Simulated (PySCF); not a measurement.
C2H4NO (SMILES CC([NH])=O), doublet (typed; the unrestricted solution is spin-contaminated), at the geometry optimised at the base level; PySCF with HF/STO-3G, frequencies.

Here is a job for PySCF.
```python
from pyscf import gto, scf
from pyscf.hessian import thermo

mol = gto.M(
    atom='''
O     0.538267    1.125662    0.484730
C     0.072071    0.061304    0.025123
N     1.008468   -0.838455   -0.403112
C    -1.414081   -0.305774   -0.093837
H    -1.919353    0.424677   -0.720346
H    -1.513704   -1.293668   -0.530366
H    -1.871234   -0.292711    0.892171
H     1.990943   -0.507581   -0.285228
''',
    basis='sto-3g',
    charge=0,
    spin=1,
    verbose=3,
)

mf = scf.UHF(mol)
mf.kernel()
hess = mf.Hessian().kernel()
freq = thermo.harmonic_analysis(mf.mol, hess)
print('frequencies / cm-1', freq['freq_wavenumber'].round(1))
th = thermo.thermo(mf, freq['freq_au'], 600, 101325)
thermo.dump_thermo(mf.mol, th)
```

What the program printed (banner, timings and long lists left out):

```
converged SCF energy = -204.680124633012  <S^2> = 1.0841239  2S+1 = 2.3100857
frequencies / cm-1 [   0. +30.j  343.9 +0.j  391.4 +0.j  534.7 +0.j  553.1 +0.j  973.4 +0.j
 1154.1 +0.j 1223.6 +0.j 1324.4 +0.j 1468.1 +0.j 1682.2 +0.j 1750.6 +0.j
 1796.  +0.j 1804.  +0.j 3569.5 +0.j 3744.5 +0.j 3772.6 +0.j 3917.8 +0.j]
temperature 600.0000 [K]
pressure 101325.00 [Pa]
Rotational constants [GHz] 12.45052 8.62538 5.26212
Symmetry number 1
Zero-point energy (ZPE) 0.06835 [Eh]   179464.712 [J/mol]
                           tot       elec      trans        rot        vib
Entropy [J/mol/K]       333.004      5.763    173.936    108.540     44.765
Cv [J/mol/K]             85.567      0.000     12.472     12.472     60.624
Cp [J/mol/K]             93.881      0.000     20.786     12.472     60.624
Internal energy [J/mol]                      7483.014   7483.014 196041.792
Internal energy [Eh]   -204.59976  -204.68012
Enthalpy [J/mol]                            12471.690   7483.014 196041.792
Enthalpy [Eh]          -204.59786
Gibbs free energy [J/mol]                  -91889.755 -57640.778 169182.698
Gibbs free energy [Eh] -204.67396
```
